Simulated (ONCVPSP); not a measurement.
**oxygen: variants of one ONCV potential**

Base potential:

ONCVPSP 4.0.1 input, shortened (lines: element, Z, core and valence counts, functional; n l f; lmax; l rc ep ncon nbas qcut; lloc lpopt rc5 dvloc0; l nproj debl; icmod fcfact rcfact), PBE, scalar-relativistic:

```
  O 8.00    1    2        4      upf
    1    0    2.00
    2    0    1.50
    2    1    4.50
    2
    0    0.95    0.00    4    7    6.50
    1    1.05    0.00    4    8    7.10
    2    1.05    0.19    4    8    9.90
    4    5    0.95    3.00
    0    2    3.60
    1    2    2.50
    2    2    1.40
    0    0.00    0.00
```

Cutoffs, loose and tight: the cutoffs (Ha) at which the residual kinetic energy of the hardest occupied pseudo-wave falls to 1 and 0.1 mHa per electron. They do not see the model core or the augmentation charge, which bear on the density cutoff. Test errors are all-electron minus pseudo excitation energies from the reference, over the configurations 2s2 2p4; 2s2 2p3; 2s2 2p2; 2s2 2p0. A dash means not determined; rows that change the core or the reference have their own tests.

A true bound ghost makes a file unfit for plane-wave use even where its test errors are small: the radial tests pick states by their node count and pass the ghost by.

| change | outcome | cutoff, loose | cutoff, tight | bound ghosts | GHOST(+) flags above zero | largest test error (meV) |
| --- | --- | --- | --- | --- | --- | --- |
| base | generated | 157 Ha | 190 Ha | none | s | +1796 |
| d: rc 1.4 | generated | 157 Ha | 190 Ha | none | s | +1796 |
| s: qcut 5.8 | generated | 157 Ha | 190 Ha | none | s | +2005 |
| functional LDA (Perdew-Wang 92) | generated | 158 Ha | 190 Ha | none | s | +1804 |
| d: rc 0.74; local potential polynomial inside 0.74 bohr (lpopt 5, dvloc0 3 Ha) | generated | 157 Ha | 190 Ha | none | d | +1793 |
| d: nproj 1 | generated | 157 Ha | 190 Ha | none | s | +1796 |
| local potential polynomial inside 0.95 bohr (lpopt 5, dvloc0 -0.5 Ha) | generated | 157 Ha | 190 Ha | none | none | +1793 |

Question: What comes out with this change to the base: reference 2s1 2p5; d: rc 0.95, qcut 10.9?

Answer: outcome: generated; cutoff, loose: 157 Ha; cutoff, tight: 190 Ha; bound ghosts: none; GHOST(+) flags above zero: s; largest test error (meV): +264.

Question: What comes out with this change to the base: s: qcut 5.3?

Answer: outcome: generated; cutoff, loose: 157 Ha; cutoff, tight: 190 Ha; bound ghosts: s; GHOST(+) flags above zero: s; largest test error (meV): +1853.
